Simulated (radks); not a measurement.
Species: Ca IV. Configuration: [He] 2s2 2p5 3s2 3p6 (not the ground configuration). All-electron calculation, scalar-relativistic Kohn-Sham, BP86, spin-polarised, spherical densities, point nucleus; open shells are filled with parallel spins first. Program: a radial shooting solver on a logarithmic mesh with Libxc functionals.

Unscreened Slater integrals over Kohn-Sham orbitals (hartree). They are taken over the spin-up orbitals. Empty in this configuration: 3d.

integral      value
F0(3p,3p)   0.78814
F2(3p,3p)   0.39800
F0(3p,3s)   0.80894
G1(3p,3s)   0.53931
F0(3p,2p)    1.0673
F2(3p,2p)   0.20990
G0(3p,2p)  0.082435
G2(3p,2p)  0.085681
F0(3p,3d)   0.73843
F2(3p,3d)   0.35755
G1(3p,3d)   0.44384
G3(3p,3d)   0.27127
F0(3s,3s)   0.83183
F0(3s,2p)    1.1036
G1(3s,2p)  0.090480
F0(3s,3d)   0.75704
G2(3s,3d)   0.34093
F0(2p,2p)    2.8664
F2(2p,2p)    1.3459
F0(2p,3d)   0.95462
F2(2p,3d)   0.17721
G1(2p,3d)   0.12702
G3(2p,3d)  0.071960
F0(3d,3d)   0.69882
F2(3d,3d)   0.33381
F4(3d,3d)   0.20988

Derived for the open shells (J is the average intra-shell exchange parameter used in DFT+U). 2p: J = F2/5 = 0.2692 hartree.
